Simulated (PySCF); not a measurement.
Hf(F)3(NH2) (F₃H₂HfN), SMILES [NH2][Hf]([F])([F])[F], multiplicity 1.

Geometry: PBE-D3(BJ)/def2-SVP. The multiplicity is an assumed one; no other spin state was optimised. The structure was generated by enumeration; whether it is a known compound was not checked. The def2 effective core potentials stand for the cores of Hf; spin–orbit coupling is left out. One conformer was computed; it need not be the lowest.

Two levels are set side by side: TDDFT-PBE/def2-SVPD (PySCF) and TDDFT-LC-ωPBE/def2-SVPD (PySCF). Vertical, same geometry. The lowest singlet is HOMO→LUMO 100 % with PBE and HOMO→LUMO+1 98 % with the other functional; states are paired by order. Differences are taken from unrounded values.

```json
[
 {"quantity": "lowest singlet excitation (eV)", "TDDFT-LC-ωPBE": "6.17"},
 {"quantity": "lowest triplet excitation (TDA) (eV)", "TDDFT-LC-ωPBE": "6.02"},
 {"quantity": "first bright state (f over 0.05) (eV)", "TDDFT-LC-ωPBE": "6.88"},
 {"quantity": "its oscillator strength", "TDDFT-LC-ωPBE": "0.07"}
]
```

**Question.** What does TDDFT-PBE give, and how far is it from TDDFT-LC-ωPBE? (The exact figures need the calculation; the answer reports its results.)

**Answer.** 
```json
[
 {"quantity": "lowest singlet excitation (eV)", "TDDFT-PBE": "5.09", "TDDFT-PBE minus TDDFT-LC-ωPBE": "-1.08"},
 {"quantity": "lowest triplet excitation (TDA) (eV)", "TDDFT-PBE": "4.96", "TDDFT-PBE minus TDDFT-LC-ωPBE": "-1.06"},
 {"quantity": "first bright state (f over 0.05) (eV)", "TDDFT-PBE": "7.33", "TDDFT-PBE minus TDDFT-LC-ωPBE": "0.45"},
 {"quantity": "its oscillator strength", "TDDFT-PBE": "0.09", "TDDFT-PBE minus TDDFT-LC-ωPBE": "0.02"}
]
```

A lower first singlet is the usual sign of a functional without exact exchange. Differences between two approximate levels are no errors against the true value.

Rough cost on one machine, each run with all the roots and properties that it gave: TDDFT-LC-ωPBE against TDDFT-PBE about 7 times.
